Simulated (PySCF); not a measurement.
Input for PySCF: R-MP2/6-31G* on C2H4F2 (SMILES FCCF), a point of a torsion scan.

```python
from pyscf import gto, scf, dft, mp
from pyscf.data.elements import chemcore

mol = gto.M(
    atom='''
    F     1.38917384    0.67391880   -0.81613113
    C     0.74617156   -0.14582998    0.07329981
    C    -0.76250380    0.02085626   -0.02806183
    F    -1.26184705   -0.68614037   -1.08983166
    H     1.09366235    0.13384663    1.07236186
    H     1.03951905   -1.17262878   -0.16622633
    H    -1.24972908   -0.36852917    0.87088770
    H    -1.02640455    1.07077398   -0.18859823
    ''',
    basis='6-31g*',
    cart=True,
    charge=0, spin=0, verbose=3, max_memory=1800)
mf = scf.RHF(mol)
mf.conv_tol = 1e-8
mf.max_cycle = 100
mf.kernel()
if not mf.converged:
    mf = mf.newton().run(mf.mo_coeff, mf.mo_occ)
pt = mp.MP2(mf, frozen=chemcore(mol)).run()
```

The log:

```
converged SCF energy = -276.919960426208
E(RMP2) = -277.516035730245  E_corr = -0.59607530403721
E(SCS-RMP2) = -277.500798516136  E_corr = -0.580838089927455
```

The run converged.

Cost: around 0.4 core-seconds (rough).
